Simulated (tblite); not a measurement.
C4H4BrF2O (doublet state).
SMILES with atom numbers: `[OH:1][C@@:2]1([C:3]([F:4])([F:5])[Br:6])[CH:7][CH2:8]1` (hydrogens: H9 on O1; H10 on C7; H11, H12 on C8)

Computed with GFN2-xTB (tblite), gas phase: L-BFGS steps from a force-field or distance-geometry start until the largest atomic force falls under 0.01 eV/Å.

Step 15: E = -764.3910 eV
```
atom  x, y, z in Å  |  force x, y, z in eV/Å
O1      0.1542    1.1807    1.1502   -0.009   0.019   0.009
C2     -0.0688    0.1474    0.2505    0.007   0.034   0.059
C3      1.2262   -0.4920   -0.2084    0.007  -0.017  -0.006
F4      1.9608   -0.8623    0.8599    0.022  -0.016   0.023
F5      1.0445   -1.5924   -0.9434   -0.035   0.007  -0.037
Br6     2.3266    0.7607   -1.2571   -0.006   0.010  -0.005
C7     -1.2847   -0.6738    0.3226   -0.018   0.009  -0.022
C8     -1.1889    0.3015   -0.7616    0.058  -0.006   0.017
H9      0.5914    0.8555    1.9490   -0.009   0.004  -0.013
H10    -1.9980   -0.7915    1.1079   -0.001  -0.003   0.003
H11    -1.7981    1.1994   -0.7289    0.018  -0.049  -0.025
H12    -0.9640   -0.0338   -1.7668   -0.034   0.008  -0.005
```

Step 16: E = -764.3914 eV
```
atom  x, y, z in Å  |  force x, y, z in eV/Å
O1      0.1559    1.1826    1.1520   -0.016   0.012  -0.002
C2     -0.0686    0.1498    0.2521    0.006  -0.007   0.037
C3      1.2265   -0.4913   -0.2084   -0.017  -0.023   0.018
F4      1.9603   -0.8654    0.8599    0.018   0.001   0.000
F5      1.0418   -1.5911   -0.9440   -0.030   0.017  -0.035
Br6     2.3248    0.7620   -1.2576    0.000   0.003   0.002
C7     -1.2847   -0.6730    0.3225    0.005   0.018   0.004
C8     -1.1880    0.3010   -0.7618    0.061   0.008   0.014
H9      0.5922    0.8562    1.9508   -0.012   0.005  -0.017
H10    -1.9980   -0.7941    1.1074    0.000   0.000  -0.002
H11    -1.7968    1.1988   -0.7322    0.006  -0.041  -0.018
H12    -0.9643   -0.0361   -1.7668   -0.021   0.009  -0.002
```

Q: Estimate the geometry and energy of step 17. (The exact step hangs on the optimiser's Hessian estimate; all steps are aligned on step 16, rigid shifts and turns removed.)

A: E = -764.3917 eV, largest force 0.047 eV/Å
```
atom  x, y, z in Å  |  force x, y, z in eV/Å
O1      0.1569    1.1844    1.1532   -0.018   0.005  -0.007
C2     -0.0683    0.1515    0.2540    0.006  -0.035   0.009
C3      1.2264   -0.4913   -0.2080   -0.027  -0.019   0.031
F4      1.9603   -0.8676    0.8599    0.013   0.006  -0.020
F5      1.0392   -1.5899   -0.9453   -0.024   0.024  -0.025
Br6     2.3234    0.7630   -1.2579    0.002  -0.004   0.009
C7     -1.2846   -0.6721    0.3226    0.023   0.018   0.025
C8     -1.1860    0.3008   -0.7617    0.045   0.012   0.006
H9      0.5925    0.8568    1.9519   -0.011   0.008  -0.012
H10    -1.9980   -0.7962    1.1070   -0.002   0.003  -0.006
H11    -1.7957    1.1977   -0.7351   -0.002  -0.025  -0.009
H12    -0.9649   -0.0377   -1.7667   -0.004   0.006  -0.002
```

The energy changes by -0.0003 eV. The first-order estimate −F·Δx gives -0.0004 eV and the mean of the old and new forces, exact on a quadratic surface, -0.0003 eV. The step makes an angle of 59° with the force vector and moves no atom by more than 0.003 Å.

The cost below is that of the whole relaxation. The run took 0.38 s of wall time on an Arm Neoverse V1 with one thread, no GPU, shared host with 32 logical CPUs at a one-minute load of 11.
